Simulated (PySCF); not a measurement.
Al(Me)(Cl) (CH3AlCl), SMILES [CH3][Al][Cl], multiplicity 2. Atoms are numbered in the order given.

```xyz
6

Al     0.7154    -0.4492     0.0000
C     -0.4899    -2.0116     0.0000
H     -1.1307    -1.9602    -0.8849
H     -1.1307    -1.9602     0.8849
H      0.0429    -2.9621     0.0000
Cl    -0.2437     1.4583     0.0000
```
Charge 0, spin multiplicity 2.

Coordinates come from a B3LYP-D3(BJ)/def2-TZVP optimisation. The multiplicity is an assumed one; other spin states were not compared. The isomer is the one that the SMILES or the coordinates give; other isomers of the formula were not compared.

These are PBE/pcH-1 in PySCF values and carry that method's errors.

Unrestricted Kohn–Sham, ⟨S²⟩ = 0.752. Hyperfine tensors hold the contact and dipolar terms, without spin-orbit corrections.

Computed hyperfine couplings:
```json
[
 {"nucleus": "27Al no. 1", "A(iso) (MHz)": "888.4", "A(iso) (G)": "317.0", "dipolar principal values (MHz)": "-48.3, -48.0, 96.3"},
 {"nucleus": "13C no. 2", "A(iso) (MHz)": "118.3", "A(iso) (G)": "42.2", "dipolar principal values (MHz)": "-14.9, -14.1, 29.0"},
 {"nucleus": "1H no. 3", "A(iso) (MHz)": "5.1", "A(iso) (G)": "1.8", "dipolar principal values (MHz)": "-7.3, -1.0, 8.3"},
 {"nucleus": "1H no. 4", "A(iso) (MHz)": "5.1", "A(iso) (G)": "1.8", "dipolar principal values (MHz)": "-7.3, -1.0, 8.3"},
 {"nucleus": "1H no. 5", "A(iso) (MHz)": "-9.4", "A(iso) (G)": "-3.4", "dipolar principal values (MHz)": "-7.8, -2.5, 10.3"},
 {"nucleus": "35Cl no. 6", "A(iso) (MHz)": "27.5", "A(iso) (G)": "9.8", "dipolar principal values (MHz)": "-18.3, -15.1, 33.4"}
]
```

Task: And the g tensor (effective nuclear charges for spin-orbit coupling, GIAO)? (The exact figures need the calculation; the answer reports its results.)

Result: principal values 1.9910, 2.0010, 2.0048; isotropic 1.9989.
